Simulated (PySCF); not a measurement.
ClGeH5SSi. Atoms are numbered in the order given.

```xyz
9

Si     1.6844     0.4590    -0.2035
Cl     1.5242     0.1936     1.8591
S      0.2589    -0.7324    -1.2577
Ge    -1.6269    -0.0105    -0.2320
H      3.0278     0.0123    -0.6459
H      1.4848     1.9098    -0.4504
H     -2.7538    -0.2511    -1.2499
H     -1.4739     1.4885     0.0852
H     -1.8616    -0.8217     1.0519
```
Charge 0, spin multiplicity 1.

Coordinates come from a B3LYP-D3(BJ)/def2-SVP optimisation. This is a generated structure with no PubChem entry under its InChIKey; it may be hypothetical. One conformer was computed; it need not be the lowest.

Computed with B3LYP-D3(BJ)/def2-SVP (PySCF).

Frequencies are harmonic and unscaled.

| mode | ν (cm⁻¹) | IR (km/mol) | Raman (Å⁴/amu) | depolarisation | moving atoms (share of kinetic energy) |
|---|---|---|---|---|---|
| 1 | 50 | 1.6 | 0.6 | 0.70 | Cl 47 %, Ge 24 %, S 13 %, Si 9 %, H 8 % |
| 2 | 94 | 0.2 | 0.0 | – | H 93 % |
| 3 | 108 | 0.7 | 1.0 | 0.38 | Si 29 %, Ge 21 %, H 20 %, S 15 %, Cl 15 % |
| 4 | 198 | 2.7 | 4.6 | 0.75 | S 33 %, Cl 29 %, Si 28 % |
| 5 | 375 | 27.3 | 11.2 | 0.15 | S 64 %, Ge 29 % |
| 6 | 489 | 45.0 | 9.8 | 0.14 | Si 42 %, S 31 %, Cl 17 %, H 10 % |
| 7 | 540 | 36.3 | 5.2 | 0.67 | Si 38 %, H 36 %, Cl 22 % |
| 8 | 559 | 81.9 | 3.0 | 0.75 | H 64 %, Si 20 %, S 9 % |
| 9 | 570 | 15.8 | 9.1 | 0.74 | H 88 % |
| 10 | 602 | 28.6 | 8.7 | 0.48 | H 75 %, Si 12 %, S 10 % |
| 11 | 714 | 6.8 | 18.3 | 0.71 | H 97 % |
| 12 | 824 | 282.1 | 20.4 | 0.62 | H 97 % |
| 13 | 868 | 25.0 | 19.8 | 0.75 | H 98 % |
| 14 | 879 | 58.4 | 32.6 | 0.72 | H 96 % |
| 15 | 882 | 192.3 | 9.6 | 0.75 | H 95 % |
| 16 | 945 | 117.9 | 16.4 | 0.67 | H 96 % |
| 17 | 2137 | 54.7 | 184.9 | 0.03 | H 99 % |
| 18 | 2155 | 91.2 | 169.9 | 0.23 | H 99 % |
| 19 | 2159 | 94.3 | 129.8 | 0.74 | H 98 % |
| 20 | 2244 | 87.7 | 165.3 | 0.10 | H 97 % |
| 21 | 2264 | 97.8 | 173.3 | 0.38 | H 96 % |
